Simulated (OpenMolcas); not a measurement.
# Cr3+, Mo3+, W3+: d³ down the group

```
Program             : OpenMolcas 26.06
Method              : SS-CASPT2, IPEA 0.25 Eh, imaginary shift 0.1 Eh
Basis               : ANO-RCC-VTZP
Scalar Hamiltonian  : DKH2, point nucleus
Spin-orbit coupling : RASSI with atomic mean-field integrals over the reference wave functions, term energies averaged over their components
```

Active space for each ion: 3 electrons in 5 orbitals (d); closed shells correlated by CASPT2: Cr3+ 3s 3p; Mo3+ 4s 4p; W3+ 5s 5p.

Computed levels in cm-1 above ⁴F_3/2:

```
                               Level   Cr3+   Mo3+    W3+
                              ⁴F_5/2    247    759   3610
                              ⁴F_7/2    583   1718   6910
                              ⁴F_9/2   1001   2810   9530
                              ⁴P_1/2  14610  10790  12770
                              ⁴P_5/2  15000  11960  18070
                              ²G_7/2  15110  11940  16090
                              ²G_9/2  15470  12650  25170
                              ²P_1/2  20940  15750  20100
                              ²H_9/2  21140  16330  16970
weight of ⁴F in the lowest level (%)    100     99     88
```

Mixed levels, with the weight of the term that names them: W3+ ⁴F_9/2 (74 %), W3+ ⁴P_1/2 (65 %), W3+ ²G_9/2 (52 %), W3+ ²P_1/2 (65 %), W3+ ²H_9/2 (54 %).

Measured, with the error of the calculation in %. Measured levels: Cr3+ from Sugar and Corliss, J. Phys. Chem. Ref. Data 6, 317 (1977); Mo3+ from Sugar and Musgrove, J. Phys. Chem. Ref. Data 17, 155 (1988); W3+ from the list in J. Phys. B 45, 035001 (2012).

| Level | Cr3+ | Mo3+ | W3+ |
| --- | --- | --- | --- |
| ⁴F_5/2 | 236 (+4.6) | 778 (-2.5) | 3537 (+1.9) |
| ⁴F_7/2 | 556 (+4.9) | 1760 (-2.4) | 6745 (+2.5) |
| ⁴F_9/2 | 946 (+5.9) | 2865 (-2.0) | 9256 (+3.0) |
| ⁴P_1/2 | 14059 (+3.9) | 10338 (+4.3) | 11773 (+8.4) |
| ⁴P_5/2 | 14471 (+3.7) | 11612 (+3.0) | 17190 (+5.1) |
| ²G_7/2 | 15052 (+0.4) | 11580 (+3.1) | 15261 (+5.4) |
| ²G_9/2 | 15402 (+0.4) | 12311 (+2.7) |  |
| ²P_1/2 | 19519 (+7.3) | 14348 (+9.8) | 18365 (+9.4) |
| ²H_9/2 | 21066 (+0.3) | 15995 (+2.1) |  |

The fine-structure level ⁴F_9/2 changes by a factor of 9.52 from Cr3+ to W3+.

Without spin-orbit coupling ⁴P lies 14280, 9890, 9980 cm-1 above ⁴F in that order; the difference to the level ⁴P_1/2, of either sign, comes from spin-orbit coupling, which also lowers the zero.

Term energies are means over components that CASPT2 splits; among the terms shown or strongly mixed into the levels shown the widest spread is 1800 cm-1 (5d³ ²H, W3+). The CASPT2 spread within a term exceeds the gap to the next term for 3d³ ²P and 3d³ ²H, so the order of their levels is uncertain (figures for Cr3+; the like holds for Mo3+, W3+). Computed and measured levels are paired by configuration, term and J; levels that our copy of the source lacks, or whose pairing is in doubt (as where it misses far off the trend of its configuration), stay unpaired and out of the deviations. Levels of configurations outside the active space are missing.
